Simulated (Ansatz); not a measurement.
**What each rung costs, and what it gives**

Saddle point of SiH3ClOF2, closed shell (SiH₂OF₂ ([OH][SiH]([F])[F]) + HCl → SiHClF₂ ([F][SiH]([F])[Cl]) + H₂O; bonds formed: Si1–Cl7, O2–H6; bonds broken: Si1–O2, H6–Cl7), PBE0-D4/def2-TZVP structure:

```
8
angstrom
Si -0.5452 0.2094 -0.4071
O 0.5419 -0.8826 0.4460
F -1.0076 -0.9350 -1.4340
F 0.2074 1.1869 -1.3902
H -1.7963 0.6001 0.2295
H 0.9717 -0.1244 1.1080
Cl 0.5521 1.4644 1.4941
H 1.0761 -1.5188 -0.0464
```

Barriers are electronic and count from the start structure reached by relaxing down the imaginary mode.

Ansatz 0.2.0; basis: as named in each row; cores frozen in the correlated methods. B3LYP uses VWN-RPA correlation. Extrapolation: Hartree–Fock as exp(−7.88 √X), correlation as X^−2.97.

Times are rough, for one single point on 4 threads of a shared host (Arm Neoverse V2).

The estimate by CCSD(T) at an estimated basis limit (MP2 extrapolated from triple and quadruple zeta, plus CCSD(T) − MP2 in triple zeta) is 103.7 kJ/mol.

| method | basis | time (s) | barrier (kJ/mol) | method less estimate |
| --- | --- | --- | --- | --- |
| HF | STO-3G | under 1 | 13.9 | -89.8 |
| PBE-D4 | STO-3G | under 1 | -69.0 | -172.7 |
| SPW92 | def2-SVP | under 1 | 29.3 | -74.4 |
| PBE-D4 | def2-SVP | under 1 | 63.2 | -40.5 |
| B3LYP-D4 | 6-31G | under 1 | 53.6 | -50.1 |
| PBE0-D4 | def2-SVP | under 1 | 73.5 | -30.2 |
| SPW92 | def2-TZVPP | under 1 | 46.2 | -57.5 |
| PBE-D4 | def2-TZVPP | 2 | 78.4 | -25.3 |
| BLYP-D4 | def2-TZVPP | 2 | 97.8 | -5.9 |
| B3LYP-D4 | def2-TZVPP | 2 | 102.5 | -1.2 |
| BHLYP-D4 | def2-TZVPP | 2 | 112.0 | 8.3 |
| PBE0-D4 | def2-TZVPP | 2 | 87.1 | -16.6 |
| CAM-B3LYP-D4 | def2-TZVPP | 2 | 103.2 | -0.5 |
| CCSD(T) | def2-SVP | 3 | 115.1 | 11.4 |
| r2SCAN-D4 | def2-TZVPP | 3 | 84.2 | -19.5 |
| RPA on PBE | def2-TZVPP | 4 | 115.1 | 11.4 |
| wB97M-V | def2-SVP | 4 | 77.2 | -26.5 |
| r2SCAN0-D4 | def2-TZVPP | 4 | 90.1 | -13.6 |
| B2PLYP | def2-TZVPP | 4 | 108.1 | 4.4 |
| PBE-QIDH | def2-TZVPP | 4 | 97.0 | -6.7 |
| B97M-V | def2-TZVPP | 6 | 101.0 | -2.7 |
| wB97X-V | def2-TZVPP | 6 | 99.2 | -4.4 |
| wB97M-V | def2-TZVPP | 7 | 93.7 | -10.0 |
| MP2 | def2-QZVPP | 14 | 101.0 | -2.7 |
| CCSD(T) | def2-TZVPP | 110 | 111.0 | 7.3 |

All methods are single points on the PBE0-D4 structures; a negative value means that the method puts the saddle structure below the start.

The T1 diagnostic stays at or below 0.011.

Hydrogen chloride, the by-product of chloride precursors, can attack films and sites by steps of this kind.

Labels in which every atom is bracketed show which atoms are joined, not bond orders.
